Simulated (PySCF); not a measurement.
Si(F)(Cl)(vinyl)(NH2) (C₂H₅ClFNSi), SMILES C=C[Si](N)(F)Cl.

Coordinates come from a PBE-D3(BJ)/def2-SVP optimisation. The structure was generated by enumeration, and PubChem lists no compound with its InChIKey, so it may never have been made. The values are those of a single conformer.

These are PBE-D3(BJ)/def2-SVP (PySCF) values and carry that method's errors.

Frequencies are harmonic and unscaled.

```json
[
 {"mode": "1", "ν (cm⁻¹)": "81", "IR (km/mol)": "0.5", "moving atoms (share of kinetic energy)": "C 45 %, H 26 %, Cl 14 %"},
 {"mode": "2", "ν (cm⁻¹)": "144", "IR (km/mol)": "6.2", "moving atoms (share of kinetic energy)": "H 34 %, C 22 %, Cl 16 %, N 14 %, F 11 %"},
 {"mode": "3", "ν (cm⁻¹)": "167", "IR (km/mol)": "1.2", "moving atoms (share of kinetic energy)": "H 25 %, N 25 %, C 23 %, F 19 %"},
 {"mode": "4", "ν (cm⁻¹)": "189", "IR (km/mol)": "4.4", "moving atoms (share of kinetic energy)": "H 33 %, Cl 15 %, C 15 %, N 13 %, Si 12 %, F 12 %"},
 {"mode": "5", "ν (cm⁻¹)": "257", "IR (km/mol)": "5.9", "moving atoms (share of kinetic energy)": "F 36 %, H 24 %, Cl 20 %"},
 {"mode": "6", "ν (cm⁻¹)": "284", "IR (km/mol)": "10.8", "moving atoms (share of kinetic energy)": "H 41 %, F 18 %, N 13 %, Si 11 %, C 10 %"},
 {"mode": "7", "ν (cm⁻¹)": "302", "IR (km/mol)": "26.4", "moving atoms (share of kinetic energy)": "H 41 %, F 18 %, N 16 %, C 11 %, Si 9 %"},
 {"mode": "8", "ν (cm⁻¹)": "376", "IR (km/mol)": "23.6", "moving atoms (share of kinetic energy)": "H 39 %, C 29 %, Si 10 %, Cl 9 %, F 9 %"},
 {"mode": "9", "ν (cm⁻¹)": "397", "IR (km/mol)": "134.7", "moving atoms (share of kinetic energy)": "H 49 %, N 32 %"},
 {"mode": "10", "ν (cm⁻¹)": "498", "IR (km/mol)": "18.0", "moving atoms (share of kinetic energy)": "H 32 %, Cl 29 %, C 19 %, Si 17 %"},
 {"mode": "11", "ν (cm⁻¹)": "554", "IR (km/mol)": "75.6", "moving atoms (share of kinetic energy)": "H 38 %, C 24 %, Si 17 %, Cl 9 %"},
 {"mode": "12", "ν (cm⁻¹)": "682", "IR (km/mol)": "46.5", "moving atoms (share of kinetic energy)": "C 36 %, H 26 %, Si 21 %, N 10 %"},
 {"mode": "13", "ν (cm⁻¹)": "815", "IR (km/mol)": "142.7", "moving atoms (share of kinetic energy)": "H 64 %, Si 18 %, N 15 %"},
 {"mode": "14", "ν (cm⁻¹)": "834", "IR (km/mol)": "153.6", "moving atoms (share of kinetic energy)": "Si 41 %, F 33 %, N 15 %"},
 {"mode": "15", "ν (cm⁻¹)": "909", "IR (km/mol)": "108.8", "moving atoms (share of kinetic energy)": "Si 43 %, N 25 %, F 17 %, H 15 %"},
 {"mode": "16", "ν (cm⁻¹)": "961", "IR (km/mol)": "21.2", "moving atoms (share of kinetic energy)": "H 72 %, C 28 %"},
 {"mode": "17", "ν (cm⁻¹)": "977", "IR (km/mol)": "21.9", "moving atoms (share of kinetic energy)": "H 77 %, C 15 %"},
 {"mode": "18", "ν (cm⁻¹)": "1006", "IR (km/mol)": "15.1", "moving atoms (share of kinetic energy)": "H 94 %"},
 {"mode": "19", "ν (cm⁻¹)": "1230", "IR (km/mol)": "1.7", "moving atoms (share of kinetic energy)": "H 71 %, C 28 %"},
 {"mode": "20", "ν (cm⁻¹)": "1366", "IR (km/mol)": "19.8", "moving atoms (share of kinetic energy)": "H 85 %, C 15 %"},
 {"mode": "21", "ν (cm⁻¹)": "1478", "IR (km/mol)": "61.1", "moving atoms (share of kinetic energy)": "H 89 %, N 11 %"},
 {"mode": "22", "ν (cm⁻¹)": "1621", "IR (km/mol)": "10.1", "moving atoms (share of kinetic energy)": "C 87 %, H 13 %"},
 {"mode": "23", "ν (cm⁻¹)": "3053", "IR (km/mol)": "11.1", "moving atoms (share of kinetic energy)": "H 95 %"},
 {"mode": "24", "ν (cm⁻¹)": "3085", "IR (km/mol)": "1.4", "moving atoms (share of kinetic energy)": "H 92 %, C 8 %"},
 {"mode": "25", "ν (cm⁻¹)": "3150", "IR (km/mol)": "4.8", "moving atoms (share of kinetic energy)": "H 89 %, C 11 %"},
 {"mode": "26", "ν (cm⁻¹)": "3496", "IR (km/mol)": "34.8", "moving atoms (share of kinetic energy)": "H 96 %"},
 {"mode": "27", "ν (cm⁻¹)": "3597", "IR (km/mol)": "36.5", "moving atoms (share of kinetic energy)": "H 91 %, N 9 %"}
]
```
